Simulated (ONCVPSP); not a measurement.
Potentials for W compared

Generated with ld1.x 7.5 (TM, RRKJ, ultrasoft, PAW), atompaw 4.2 or ONCVPSP 4.0.1. The cutoff is in Ry: for ld1.x and atompaw files where the sum of valence levels is converged to 10 mRy in a Bessel basis, for ONCV files where the hardest occupied wave has 1 mHa per electron of residual kinetic energy. The error is the largest all-electron minus pseudo excitation energy over each file’s own four to seven test configurations (ionisations up to +4, promotions, holes and added fractions of an electron), all of which were solved. The labels leave out finer settings (local radius, basis sizes, second energies), which also bear on the numbers. Spin-polarised tests are not counted. The rows are a selection from randomly drawn settings: files with unsolved tests, undetermined cutoffs or missed reference levels are left out.

A true bound ghost makes a file unfit for plane-wave use even where its test errors are small: the radial tests pick states by their node count and pass the ghost by.

| potential | cutoff (Ry) | largest error (meV) | bound ghosts |
| --- | --- | --- | --- |
| ONCV, LDA (Perdew-Wang 92), scalar-relativistic, rc 1.55/1.40/1.60/0.80 (spdf), local smoothed, core correction no, reference 4f14 5s2 5p6 5d4 6s2, qcut 7.1/6.5/5.6/25.3, projectors 2/2/1/1 | 483 | -212 | s |
| ONCV, LDA (Perdew-Zunger), scalar-relativistic, rc 2.05/1.40/2.60/2.00 (spdf), local smoothed, core correction no, reference 5s2 5p6 5d4 6s2, qcut 4.6/5.4/6.5/5.5, projectors 2/3/2/1 | 92 | -17 | s |
| ONCV, PBEsol, fully relativistic, rc 1.75/1.25/2.85 (spd), local smoothed, core correction no, reference 5s2 5p6 5d4 6s1.75, qcut 7.9/5.6/6.4, projectors 2/2/2 | 169 | +3.2 | none |
| ONCV, LDA (Perdew-Wang 92), scalar-relativistic, rc 1.65/2.00/2.30 (spd), local smoothed, core correction yes, reference 5s2 5p6 5d4.5 6s1.5, qcut 6.9/7/6.2, projectors 2/2/3 | 36 | -389 | none |
| ONCV, PBE, scalar-relativistic, rc 1.65/2.05/2.25 (spd), local smoothed, core correction yes, reference 5s2 5p6 5d4 6s2, qcut 8.5/7.3/6, projectors 2/2/1 | 49 | +4.7 | none |
| ONCV, PBEsol, scalar-relativistic, rc 1.70/1.35/2.05 (spd), local smoothed, core correction yes, reference 5s2 5p6 5d5 6s1, qcut 7.8/6.3/6.2, projectors 2/2/2 | 174 | -8.4 | none |
| ONCV, LDA (Perdew-Wang 92), scalar-relativistic, rc 1.80/1.35/1.60 (spd), local smoothed, core correction yes, reference 5s2 5p6 5d4 6s2, qcut 5.5/6.4/5.6, projectors 2/2/2 | 115 | -19 | s |

**Question.** Fill in the row for W: ONCV, PBE, scalar-relativistic, rc 1.55/1.40/1.90/1.90 (spdf), local smoothed, core correction yes, reference 5s2 5p6 5d4 6s2, qcut 6.6/4.7/5/6.8, projectors 2/2/2/1.

**Answer.** cutoff 131 Ry, largest error -14 meV, bound ghosts: none.

**Question.** Fill in the row for W: ONCV, BLYP, non-relativistic, rc 2.10/1.65/2.55 (spd), local smoothed, core correction yes, reference 5s2 5p6 5d4 6s2, qcut 5.1/8.6/5.2, projectors 2/3/2.

**Answer.** cutoff 49 Ry, largest error +18 meV, bound ghosts: none.
